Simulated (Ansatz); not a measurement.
A geometry relaxed with Ansatz (an electronic-structure program) with B3LYP-D3(BJ)/def2-TZVP, charge 0, multiplicity 1:

```xyz
10

O     -1.6184     0.9588    -0.2558
H     -1.3026    -1.0951    -0.1786
H      0.0290     0.1368     1.6425
H     -2.4117     0.7923    -0.7751
H     -0.3306    -0.2378    -1.3915
C     -0.7483    -0.1678    -0.3800
H      1.9836    -0.2447    -0.6939
C      0.3520    -0.0254     0.6186
H      2.4046    -0.0185     1.0889
C      1.6423    -0.0987     0.3248
```

Write the SMILES of this molecule.

`C=CCO`
